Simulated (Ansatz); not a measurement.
A set of 12 reactions (atomization), with CCSD(T)/CBS values in kJ/mol:

| reaction | ΔE |
| --- | --- |
| `[F][Al]1[CH2]O[SiH2]1` → Al• + C• + F• + 4 H• + O• + Si• | 3252.9 |
| `C/C(Cl)=[CH]\[AlH2]` → Al• + 3 C• + Cl• + 6 H• | 3960.9 |
| `O=S(=O)(O)O` → 2 H• + 4 O• + S• | 2513.3 |
| `C[AsH]`• → As• + C• + 4 H• | 1833.1 |
| `BN=C=O` → B• + C• + 2 H• + N• + O• | 2620.9 |
| `C[SiH2][SiH](F)F` → C• + 2 F• + 6 H• + 2 Si• | 4012.2 |
| `C[O][Ge][F]` → C• + F• + Ge• + 3 H• + O• | 2625.9 |
| `CB(C=S)CCl` → B• + 3 C• + Cl• + 6 H• + S• | 4551.3 |
| `NCOCF` → 2 C• + F• + 6 H• + N• + O• | 4134.1 |
| `COCC=O` → 3 C• + 6 H• + 2 O• | 4418.0 |
| `CCB(N)N` → B• + 2 C• + 9 H• + 2 N• | 5443.3 |
| `N[SiH2]S[SiH3]` → 7 H• + N• + S• + 2 Si• | 3476.1 |

Program: Ansatz. Geometries: PBE0-D4/def2-TZVP. ΔE: electronic, gas phase. CCSD(T)/CBS adds triple-zeta CCSD(T) − MP2 to the extrapolated MP2 energy (def2 sets, frozen cores). Small cases extrapolate CCSD(T) itself. Functionals use def2-TZVPP. B3LYP here is the variant with VWN-RPA as its local correlation; programs differ in this. Open shells (•) are unrestricted, without spin–orbit coupling. Spin–orbit coupling would lower the free atoms: a little for Al, B, C, Cl, F, O, S, Si; clearly for Ge. Bonds to As, Ge are less sure, by a few kJ/mol each and by 10 to 20 or more in all where they break to atoms, as the def2 sets lack core-valence functions. Scalar relativity is left out up to krypton. Each species was taken in one conformer, which may not be the lowest.

**Question.** Give the mean, mean absolute and largest difference (level minus CCSD(T)/CBS, kJ/mol) for: PBE-D4, r2SCAN-D4, B3LYP-D4, ωB97X-V, ωB97M-V, B2PLYP, PBE, PBE0, SCS-MP2/def2-TZVPP, CCSD/def2-TZVPP, CCSD(T)/def2-TZVPP, MP2/def2-QZVPP, SCS-MP2/def2-QZVPP, CCSD/CBS(def2). (An estimate is asked.)

**Answer.** Computed: 
```tsv
level	mean	mean absolute	largest
PBE-D4	84.1	87.6	161.5
r2SCAN-D4	13.5	18.9	54.2
B3LYP-D4	0.3	23.7	-58.7
ωB97X-V	13.4	15.1	34.0
ωB97M-V	13.2	17.9	41.3
B2PLYP	-36.3	40.8	-67.3
PBE	65.9	77.5	153.9
PBE0	-12.1	32.2	-70.5
SCS-MP2/def2-TZVPP	-50.3	50.9	-73.5
CCSD/def2-TZVPP	-159.8	159.8	-209.9
CCSD(T)/def2-TZVPP	-100.9	100.9	-137.1
MP2/def2-QZVPP	30.5	42.6	109.9
SCS-MP2/def2-QZVPP	16.7	18.5	54.8
CCSD/CBS(def2)	-59.8	59.8	-92.4
```

The largest T1 diagnostic in the set is 0.018, for Al• (customary mark 0.045).

CCSD(T)/CBS is a level of theory with its own doubt, and the functionals carry their triple-zeta basis error, so these figures describe this set and don't rank the functionals.
